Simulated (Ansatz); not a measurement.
Reaction (ligand exchange at a Ge–S bond): `C[S][GeH3]` + `[SH][GeH3]` → `[GeH3][S][GeH3]` + CH₃SH

Program: Ansatz. Geometries: PBE0-D4/def2-TZVP. ΔE: electronic, gas phase. CCSD(T)/CBS adds triple-zeta CCSD(T) − MP2 to the extrapolated MP2 energy (def2 sets, frozen cores). This one scheme is used for every species. Functionals use def2-TZVPP. For Ge outer-core shells are correlated without core-valence functions, which leaves a few kJ/mol of doubt a bond. Scalar relativity is left out up to krypton.

| level | ΔE (kcal/mol) |
| --- | --- |
| PBE-D4 | -1.2 |
| r2SCAN-D4 | -1.3 |
| PBE0-D4 | -1.5 |
| ωB97X-V | -1.5 |
| CAM-B3LYP | -1.0 |
| HF/def2-QZVPP | -1.6 |
| SCS-MP2/def2-QZVPP | -2.0 |
| MP2/CBS(def2) | -2.1 |

Question: What does CCSD(T)/CBS give? (Estimate.)

Answer: Ansatz gave: -1.9 kcal/mol. The listed levels differ from it by 0.7, 0.6, 0.4, 0.4, 0.9, 0.3, -0.1, -0.2 kcal/mol.

Largest T1 diagnostic among the species: 0.011.

Leaving LDA and LC-ωPBE aside and taking each functional with its dispersion term where it has one, the values, not all of them listed here, spread over 0.9 kcal/mol, from BHLYP-D4 to revPBE-D4.
